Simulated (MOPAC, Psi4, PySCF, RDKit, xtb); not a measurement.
Two geometries of SMILES FCB (CH4BF), relaxed at B3LYP-D3(BJ)/def2-SVP with one dihedral held; other torsions can differ between them too.

Structure A

```
7

B      0.9282    -0.0237    -0.0844
C     -0.6479    -0.0547     0.0466
F     -1.1980     0.4459    -1.1370
H      1.4636     1.0406    -0.2667
H      1.6082    -1.0010     0.1062
H     -0.9584     0.5817     0.9015
H     -1.0804    -1.0565     0.2142
```

Structure B

```
7

B      0.9088    -0.0001    -0.0385
C     -0.6630    -0.0219     0.1637
F     -0.9608    -0.2930    -1.1964
H      1.4708     1.0298    -0.3109
H      1.5186    -1.0385    -0.0431
H     -1.1476     0.9282     0.4387
H     -1.0794    -0.8349     0.7797
```

Q: Which is lower in energy at the level Psi4 with DF-MP2 (frozen core)/cc-pVTZ // B3LYP-D3(BJ)/def2-SVP, and by how much?

A: A is lower, by 3.98 kJ/mol (dihedral H4–B1–C2–F3: 60° in A, 90° in B).

E(B) − E(A) in kJ/mol at the other levels, on the same two geometries: B3LYP/def2-TZVP // B3LYP-D3(BJ)/def2-SVP (Psi4) 5.41; B3LYP-D3(BJ)/def2-TZVP // B3LYP-D3(BJ)/def2-SVP (Psi4) 5.33; PBE/def2-TZVP // B3LYP-D3(BJ)/def2-SVP (Psi4) 3.93; PBE-D3(BJ)/def2-TZVP // B3LYP-D3(BJ)/def2-SVP (Psi4) 3.88; r2SCAN/def2-TZVP // B3LYP-D3(BJ)/def2-SVP (Psi4) 3.87; HF/cc-pVTZ // B3LYP-D3(BJ)/def2-SVP (Psi4) 8.81; UFF // B3LYP-D3(BJ)/def2-SVP (RDKit) 36.21; AM1, restricted, heats of formation // B3LYP-D3(BJ)/def2-SVP (MOPAC) 16.45; PM7, restricted, heats of formation // B3LYP-D3(BJ)/def2-SVP (MOPAC) 11.38; GFN1-xTB // B3LYP-D3(BJ)/def2-SVP (xtb) 8.52; restricted B3LYP/6-31G*, spherical d // B3LYP-D3(BJ)/def2-SVP (PySCF) 1.69; restricted M06-2X/6-31G*, spherical d // B3LYP-D3(BJ)/def2-SVP (PySCF) 3.36; restricted MP2 (frozen core)/3-21G // B3LYP-D3(BJ)/def2-SVP (PySCF) -3.76; restricted LDA (SVWN5)/6-31G*, spherical d // B3LYP-D3(BJ)/def2-SVP (PySCF) 0.23.
